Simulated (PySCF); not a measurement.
CH₄S₂Se. Atoms are numbered in the order given.

```xyz
8

Se     0.0344     0.1185     0.8518
S      0.3719     1.9623    -0.3308
H      1.7240     1.9679    -0.2639
S      0.2544    -1.5085    -0.5991
C     -1.3323    -1.4703    -1.4710
H     -2.1713    -1.6411    -0.7831
H     -1.2949    -2.2829    -2.2124
H     -1.4551    -0.5121    -1.9952
```

The structure is a stationary point at PBE0-D3(BJ)/def2-SVP. This is a generated structure with no PubChem entry under its InChIKey; it may be hypothetical. One conformer was computed; it need not be the lowest.

Level of theory: PBE0-D3(BJ)/def2-SVP run with PySCF 2.14.0.

Frequencies are harmonic and unscaled.

```json
[
 {"mode": "1", "ν (cm⁻¹)": "70", "IR (km/mol)": "2.2", "moving atoms (share of kinetic energy)": "C 37 %, S 33 %, H 20 %, Se 10 %"},
 {"mode": "2", "ν (cm⁻¹)": "148", "IR (km/mol)": "0.5", "moving atoms (share of kinetic energy)": "H 51 %, S 38 %, Se 8 %"},
 {"mode": "3", "ν (cm⁻¹)": "183", "IR (km/mol)": "2.5", "moving atoms (share of kinetic energy)": "H 52 %, S 35 %"},
 {"mode": "4", "ν (cm⁻¹)": "219", "IR (km/mol)": "2.2", "moving atoms (share of kinetic energy)": "C 33 %, H 28 %, S 20 %, Se 19 %"},
 {"mode": "5", "ν (cm⁻¹)": "322", "IR (km/mol)": "26.0", "moving atoms (share of kinetic energy)": "H 87 %, S 8 %"},
 {"mode": "6", "ν (cm⁻¹)": "373", "IR (km/mol)": "18.6", "moving atoms (share of kinetic energy)": "S 64 %, Se 32 %"},
 {"mode": "7", "ν (cm⁻¹)": "407", "IR (km/mol)": "1.0", "moving atoms (share of kinetic energy)": "S 75 %, Se 23 %"},
 {"mode": "8", "ν (cm⁻¹)": "723", "IR (km/mol)": "1.6", "moving atoms (share of kinetic energy)": "C 57 %, S 30 %, H 13 %"},
 {"mode": "9", "ν (cm⁻¹)": "810", "IR (km/mol)": "1.8", "moving atoms (share of kinetic energy)": "H 96 %"},
 {"mode": "10", "ν (cm⁻¹)": "962", "IR (km/mol)": "6.2", "moving atoms (share of kinetic energy)": "H 80 %, C 17 %"},
 {"mode": "11", "ν (cm⁻¹)": "964", "IR (km/mol)": "4.9", "moving atoms (share of kinetic energy)": "H 80 %, C 17 %"},
 {"mode": "12", "ν (cm⁻¹)": "1321", "IR (km/mol)": "3.3", "moving atoms (share of kinetic energy)": "H 86 %, C 14 %"},
 {"mode": "13", "ν (cm⁻¹)": "1431", "IR (km/mol)": "13.1", "moving atoms (share of kinetic energy)": "H 96 %"},
 {"mode": "14", "ν (cm⁻¹)": "1449", "IR (km/mol)": "11.8", "moving atoms (share of kinetic energy)": "H 95 %"},
 {"mode": "15", "ν (cm⁻¹)": "2686", "IR (km/mol)": "0.3", "moving atoms (share of kinetic energy)": "H 97 %"},
 {"mode": "16", "ν (cm⁻¹)": "3060", "IR (km/mol)": "12.0", "moving atoms (share of kinetic energy)": "H 98 %"},
 {"mode": "17", "ν (cm⁻¹)": "3176", "IR (km/mol)": "0.7", "moving atoms (share of kinetic energy)": "H 90 %, C 10 %"},
 {"mode": "18", "ν (cm⁻¹)": "3191", "IR (km/mol)": "1.6", "moving atoms (share of kinetic energy)": "H 90 %, C 10 %"}
]
```
